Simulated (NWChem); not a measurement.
SiSbH$_{5}$O$_{2}$; SMILES [SiH3][Sb]([OH])[OH]

```xyz
9

Sb    -0.0027    -0.4740     0.3586
O      1.4703    -0.8699    -0.9260
H      1.4090    -0.3115    -1.7121
O     -1.5487    -0.5303    -0.9138
H     -1.9387    -1.4130    -0.9264
Si     0.0715     2.0949    -0.0386
H     -1.1349     2.7694     0.5291
H      0.1339     2.3278    -1.5144
H      1.2962     2.6740     0.5959
```
Atoms are numbered in this order, from 1.

All runs: NWChem. All runs use the structure optimised with PBE0/def2-SVP (def2 core potentials past Kr).

Task: Predict the results for B3LYP/STO-3G (all-electron, non-relativistic). Quantities: highest occupied level (eV); orbital gap (eV); dipole (D).

Result: The highest occupied level (eV) comes out as -3.58. The orbital gap (eV) is 6.93 and the dipole (D) comes out as 0.79.
